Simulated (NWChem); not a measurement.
# SiNH$_{3}$, singlet; SMILES N[SiH]

Computed with NWChem. Pople sets run with spherical d functions. Low-valent species are run as closed-shell singlets; no triplet was tried in these runs. Geometry: optimised at PBE0/def2-SVP. B3LYP is NWChem's, with the RPA form of VWN correlation. Vertical excitations in the gas phase; the lowest state need not have the same character in each row.

```json
[
 {"level": "PBE/6-31+G*, TDA", "lowest excitation, singlet (eV)": "3.66", "oscillator strength of that lowest state": "0.055", "orbital gap (eV)": "2.91"},
 {"level": "B3LYP/6-31+G*, TDA", "lowest excitation, singlet (eV)": "3.76", "oscillator strength of that lowest state": "0.062", "orbital gap (eV)": "4.44"},
 {"level": "CAM-B3LYP/6-31+G*, TDA", "lowest excitation, singlet (eV)": "3.75", "oscillator strength of that lowest state": "0.064", "orbital gap (eV)": "7.13"}
]
```
